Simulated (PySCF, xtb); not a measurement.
Al(Cl)(NCO)(OH) (CHAlClNO₂), SMILES [Cl][Al]([OH])[N]=C=O.

xtb with GFN2-xTB at its own geometry gives an orbital gap of 4.56 eV and a dipole moment of 3.00 D.

Geometry: PBE0-D3(BJ)/def2-SVP. Other conformers were not sampled.

Problem. What does PBE/def2-TZVP run with PySCF give? (Estimate from the structure and the level; the computed values follow.)

Solution. gap 5.73 eV (levels -7.44 and -1.71 eV), dipole 1.81 D.
